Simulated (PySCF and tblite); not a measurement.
Values are calculated unless marked as measured or tabulated.
C₇H₅FO₂, numbered as in [O:1]=[C:2]([OH:3])[c:4]1[cH:5][cH:6][cH:7][c:8]([F:9])[cH:10]1.

Geometries PBE0-D3(BJ)/def2-SVP; weights from PBE0-D3(BJ)/def2-SVPD (IEF-PCM, chloroform) energies and GFN2-xTB thermal corrections, with symmetry numbers and mirror pairs. Conformers within 3 kcal/mol (GFN2-xTB free energy) were kept, 8 at most. GIAO shieldings: PBE0/pcSseg-1 (IEF-PCM, chloroform). Shifts are against TMS (¹H), TMS (¹³C), CFCl3 (¹⁹F) at the same level. Run with PySCF (density fitting) and tblite.

Q: What shifts does this protocol give at 298.15 K under fast conformational exchange?

A: ¹H: 8.21 (H5, 1H), 8.06 (H10, 1H), 7.81 (H6, 1H), 7.61 (H7, 1H) ppm. ¹³C: 170.7 (C8), 170.4 (C2), 137.1 (C6), 134.9 (C4), 132.9 (C5), 128.2 (C7), 123.8 (C10) ppm. ¹⁹F: -112.9 (F9) ppm.

Q: How do the conformers differ?

A: Torsions listed: O1–C2–O3–H3, O3–C2–C4–C5.
```csv
conformer,shape,weight %
1,"0°, 179°",50.3
2,"0°, 0°",49.7
```

```json
{"signal": "H5", "1": "8.27", "2": "8.15", "average": "8.21"}
{"signal": "H6", "1": "7.82", "2": "7.79", "average": "7.81"}
{"signal": "H7", "1": "7.62", "2": "7.61", "average": "7.61"}
{"signal": "H10", "1": "8.01", "2": "8.11", "average": "8.06"}
{"signal": "C2", "1": "170.4", "2": "170.4", "average": "170.4"}
{"signal": "C4", "1": "134.8", "2": "135.0", "average": "134.9"}
{"signal": "C5", "1": "133.5", "2": "132.3", "average": "132.9"}
{"signal": "C6", "1": "137.0", "2": "137.1", "average": "137.1"}
{"signal": "C7", "1": "128.2", "2": "128.2", "average": "128.2"}
{"signal": "C8", "1": "170.6", "2": "170.8", "average": "170.7"}
{"signal": "C10", "1": "123.3", "2": "124.3", "average": "123.8"}
{"signal": "F9", "1": "-112.9", "2": "-112.8", "average": "-112.9"}
```

H on N, O and S are left out: they exchange, and hydrogen bonds move them by several ppm. Unscaled ¹⁹F shifts at such levels can be off by tens of ppm; differences between conformers or isomers are more reliable. Shifts are unscaled: against experiment ¹³C can be off by 15 ppm or more and ¹H by 0.8 ppm.
